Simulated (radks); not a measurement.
The numbers below are computed, except where a source is named.
Mean orbital radii <r> (bohr) of the silver ion Ag34+, [Ne] 3s2 3p1, at several levels of relativity; Dirac values are averaged over j with weights 2j + 1. Spin-unpolarised spherical Kohn-Sham, PBEsol, point nucleus unless stated (finite: rms radius 4.5454 fm), a radial shooting solver on a logarithmic mesh with Libxc functionals. A level marked "c x" has the speed of light scaled by that factor and shares open shells by 2j + 1; other Dirac levels either fill j = l - 1/2 first or share by 2j + 1.

shell,non-rel.,"Dirac, c x 0.85","Dirac, c x 5","Dirac, c x 100","change of magnitude, last against first (%)"
1s,0.03239,0.03059,0.03234,0.03239,0.00
2s,0.1382,0.1302,0.1380,0.1382,0.00
2p,0.1179,0.1144,0.1178,0.1179,0.00
3s,0.3328,0.3188,0.3324,0.3328,0.00
3p,0.3175,0.3104,0.3173,0.3175,0.00
3d (empty),0.2772,0.2756,0.2772,0.2772,0.00
4s (empty),0.6163,0.5964,0.6157,0.6163,0.00
